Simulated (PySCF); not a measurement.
From one molecule to another.

First species: C₅H₅O₂PS.
Geometry (GFN2-xTB, Å), atoms numbered from 1 in this order:
```xyz
14
C5H5O2PS angstrom
C     -2.695    0.585   -0.562
O     -1.280    0.560   -0.503
C     -0.729   -0.374    0.291
O     -1.360   -1.170    0.939
C      0.731   -0.253    0.229
C      1.577   -1.062    0.927
S      3.241   -0.768    0.727
C      3.027    0.538   -0.370
P      1.445    1.006   -0.804
H     -3.112    0.768    0.430
H     -2.959    1.391   -1.242
H     -3.076   -0.369   -0.932
H      1.262   -1.855    1.581
H      3.927    1.001   -0.732
```

Second species: C3H10OSSi2.
Structure used (GFN2-xTB), in Å, numbered top down from 1:
```
atom  x, y, z in Å
C1    -1.1587   -0.8869    2.5886
C2    -0.1355   -0.2524    2.0416
O3    -0.0511    0.2951    0.8044
C4    -1.1842    0.2037   -0.0454
Si5   -0.6722    1.1148   -1.6419
S6     1.0520    0.1669   -2.4525
Si7    2.3072   -0.3009   -0.7477
H8    -1.0800   -1.2659    3.5897
H9    -2.0922   -1.0523    2.0815
H10    0.7969   -0.0982    2.5688
H11   -2.0478    0.6778    0.4321
H12   -1.4397   -0.8470   -0.2235
H13   -0.3739    2.4990   -1.2898
H14   -1.7059    0.9815   -2.6567
H15    3.5564   -0.6232   -1.4244
H16    1.7752   -1.4805   -0.0816
H17    2.4464    0.8806    0.0857
```

Levels: CAM-B3LYP/def2-SVPD for dipole moment, HOMO energy, LUMO energy, HOMO–LUMO gap, static isotropic polarisability and electronic spatial extent ⟨r²⟩ about the centre of nuclear charge; TDDFT CAM-B3LYP/def2-SVPD for lowest singlet excitation; TDA CAM-B3LYP/def2-SVPD for lowest triplet excitation (Tamm–Dancoff); GFN2-xTB for rotational constant A and rotational constant C. Geometries: GFN2-xTB. Each structure is a single optimised conformer of the isolated species, non-relativistic unless stated. Electronic properties by PySCF.

The conformers computed, where there is a choice (atom-mapped SMILES and torsion angles):
- `[CH3:1][O:2][C:3](=[O:4])[c:5]1[cH:6][s:7][cH:8][p:9]1`: C1–O2–C3–O4 0°, O2–C3–C5–C6 180°
- `[CH2:1]=[CH:2][O:3][CH2:4][SiH2:5][S:6][SiH3:7]`: C1–C2–O3–C4 0°, C2–O3–C4–Si5 179°, O3–C4–Si5–S6 59°, C4–Si5–S6–Si7 -41°

Question: Which has the higher static isotropic polarisability?

Answer: The second: 114.1 au against 106.8 au, a difference of 7.3 au.

Question: Which has the higher LUMO energy?

Answer: The second: 0.70 eV against -0.54 eV, a difference of 1.24 eV.

Question: Which has the higher T1 energy?

Answer: The second: 4.50 eV against 3.13 eV, a difference of 1.37 eV.

Question: Which of the two has the higher rotational constant A, and by how much?

Answer: The first: 2.848 GHz against 2.099 GHz, a difference of 0.749 GHz.

Question: Which has the higher dipole moment?

Answer: The second: 2.21 D against 1.22 D, a difference of 0.99 D.

Question: Which has the higher rotational constant C?

Answer: The second: 0.708 GHz against 0.611 GHz, a difference of 0.097 GHz.

Question: Which has the higher ⟨r²⟩?

Answer: The first: 1737 bohr² against 1631 bohr², a difference of 106 bohr².

Question: Which has the higher S1 energy?

Answer: The second: 5.99 eV against 4.94 eV, a difference of 1.05 eV.

On the first: The dipole equals about 4.1 × 10⁻³⁰ C·m (1 D = 3.33564 × 10⁻³⁰ C·m). No computed singlet falls in the visible range (750 to 380 nm, 1.65 to 3.26 eV); S1 lies 1.68 eV above its blue end.

On the second: The principal polarisabilities are 91.8, 120.6 and 129.9 au; their mean is the isotropic value.
